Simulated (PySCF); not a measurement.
Fe²⁺: excitation energy

Fe²⁺ [Ar] 3d6 (5D) → Fe²⁺ [Ar] 3d5 4p1 (7P), as a difference of total energies. All numbers are calculated (PySCF 2.14, scalar relativity by spin-free X2C-1e, in x2c-TZVPPall (6s5p4d2f1g, 64 functions)). Correlated levels: valence: [Ar] frozen; valence and next inner shell: [Ne] frozen. The calculations carry no spin-orbit coupling.

| method | excitation energy (cm⁻¹) |
| --- | --- |
| UHF | 68345 |
| LDA | 82935 |
| PBE | 82416 |
| PBE0 | 80946 |
| r2SCAN | 78932 |
| MN15 | 85056 |
| TPSSh | 83167 |
| wB97X | 85345 |
| HSE06 | 80858 |
| MP2 (valence) | 78476 |
| SCS-MP2 (valence) | 81522 |
| MP2 (valence and next inner shell) | 80863 |
| SCS-MP2 (valence and next inner shell) | 81959 |

A first-order spin-orbit estimate (lowest level to lowest level, LS coupling) adds 0.006 eV.

The basis was made for the ground configuration and has no added diffuse functions, so the excitation energy can come out too high.
